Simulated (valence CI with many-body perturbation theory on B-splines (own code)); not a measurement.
Hyperfine factors and g values of Nb18+

Computed by configuration interaction combined with many-body perturbation theory (CI+MBPT): five valence electrons over a frozen Dirac-Fock core [Ar], radial functions for each j: 7 s, 7 p, 8 d, 6 f, 4 g, 1 h, with the one-electron correlation potential Σ1, the two-electron term Σ2, the three-electron term Σ3, Breit, model QED; selected CI, second order for the rest (own B-spline code, finite nucleus).

No measured spectrum was set against this ion. As an estimate, terms of the open shell hold to 2 to 4 % of their energy, and close levels can change places. Core correlation moves these levels by up to 12000 cm⁻¹, and in measured spectra 5 to 20 % of such shifts remained as error; rates that hang on mixing are uncertain with them. Only levels of the ground parity were solved; by the run's estimate the other parity begins above the list, which can be wrong where configurations are misplaced.

A/g_I is the dipole constant over the nuclear g factor μ/I (μ in nuclear magnetons, uniformly magnetised nucleus), B/Q the quadrupole constant per barn. Both hold the static response of the core; the bare values leave it out. Large factors of s and p1/2 electrons are usually good to 5 to 10 %; those of open d and f shells near neutrality can be off by tens of per cent, and small factors of p3/2, d and f electrons come from cancelling terms and can be off by a factor of two or in sign, in half-filled shells by more. B is blank for J = 1/2, where it vanishes, and for nearly pure S terms. Energies count from the lowest level.

Names give the largest LS component (configuration and term), which can be under half, so a name can repeat, a term be missing and a line seem to break the LS rules; names also repeat where a configuration has a term twice. Letters in brackets count levels of one name in rising energy.

| Level | E (eV) | g | A/g_I (MHz) | A/g_I bare | B/Q (MHz/b) | B/Q bare |
| --- | --- | --- | --- | --- | --- | --- |
| 3d5 6S_5/2 | 0.000 | 1.976 | -561 | 89.4 |  |  |
| 3d5 4G_5/2 [a] | 10.478 | 0.966 | 4860 | 4880 | 4820 | 4950 |
| 3d5 4G_7/2 | 11.567 | 1.024 | 4940 | 5000 | 2960 | 3040 |
| 3d5 4G_11/2 | 11.660 | 1.254 | 4840 | 5030 | -99.9 | -99.2 |
| 3d5 4G_9/2 | 11.958 | 1.169 | 4620 | 4760 | 2190 | 2260 |
| 3d5 4G_5/2 [b] | 11.965 | 1.113 | 3780 | 3890 | 2710 | 2790 |
| 3d5 4P_3/2 | 12.191 | 1.472 | 3990 | 4320 | 4180 | 4290 |
| 3d5 4P_1/2 | 13.060 | 2.019 | -2360 | -1670 |  |  |
| 3d5 4D_7/2 | 14.276 | 1.372 | 3000 | 3270 | 2090 | 2140 |
| 3d5 4D_5/2 | 15.342 | 1.358 | 4100 | 4360 | -1640 | -1690 |
| 3d5 4D_1/2 | 15.528 | 0.623 | 10400 | 10200 |  |  |
| 3d5 4D_3/2 | 15.930 | 1.367 | 4720 | 4980 | -2040 | -2090 |
| 3d5 2I_11/2 | 16.665 | 0.960 | 5860 | 5870 | 658 | 676 |
| 3d5 2I_13/2 | 17.558 | 1.075 | 5700 | 5780 | -23.1 | -20.4 |
| 3d5 2F_5/2 [a] | 18.169 | 1.098 | 4180 | 4280 | 1670 | 1720 |
| 3d5 2D_3/2 [a] | 18.295 | 0.681 | 8620 | 8450 | -594 | -607 |
| 3d5 2F_7/2 [a] | 18.330 | 1.132 | 5750 | 5870 | -4950 | -5080 |
| 3d5 4F_9/2 | 18.704 | 1.190 | 4530 | 4690 | 44.5 | 36.2 |
| 3d5 4F_5/2 | 20.058 | 1.021 | 5610 | 5660 | -5100 | -5230 |
| 3d5 2H_9/2 | 20.810 | 1.077 | 5350 | 5430 | 1390 | 1430 |
| 3d5 2F_7/2 [b] | 21.185 | 1.164 | 4600 | 4740 | -1040 | -1070 |
| 3d5 4F_3/2 | 21.569 | 0.598 | 8870 | 8650 | -1080 | -1100 |
| 3d5 2G_7/2 [a] | 22.012 | 0.964 | 6800 | 6810 | -3660 | -3770 |
| 3d5 2F_5/2 [b] | 22.722 | 0.953 | 4710 | 4720 | 3520 | 3630 |
| 3d5 2H_11/2 | 22.956 | 1.067 | 5570 | 5650 | -613 | -626 |
| 3d5 2G_9/2 [a] | 23.770 | 1.081 | 5190 | 5280 | -661 | -683 |
| 3d5 2F_7/2 [c] | 23.883 | 1.144 | 5430 | 5550 | 590 | 614 |
| 3d5 2F_5/2 [c] | 24.490 | 1.022 | 5300 | 5340 | -2980 | -3050 |
| 3d5 2S_1/2 | 25.181 | 1.979 | -931 | -280 |  |  |
| 3d5 2D_3/2 [b] | 28.056 | 0.806 | 6830 | 6740 | -2100 | -2160 |
| 3d5 2D_5/2 [a] | 29.064 | 1.161 | 4620 | 4750 | -1290 | -1320 |
| 3d5 2G_9/2 [b] | 31.232 | 1.109 | 5100 | 5200 | -2960 | -3030 |
| 3d5 2G_7/2 [b] | 31.684 | 0.899 | 6780 | 6750 | 3970 | 4080 |
| 3d5 2P_3/2 | 36.984 | 1.270 | 4780 | 4980 | -4830 | -4970 |
| 3d5 2P_1/2 | 37.868 | 0.705 | 623 | 490 |  |  |
| 3d5 2D_5/2 [b] | 40.937 | 1.197 | 3980 | 4140 | -1810 | -1860 |
| 3d5 2D_3/2 [c] | 41.613 | 0.856 | 9030 | 8970 | 6470 | 6640 |

Take the isotope of mass number 93, with I = 9/2, μ = 6.163 μN and Q = -0.32 b. What is the hyperfine structure of 3d5 4P_1/2?

From the table A = -3230 MHz. Shifts from the centre of gravity in MHz: F = 4: 8880, F = 5: -7270.
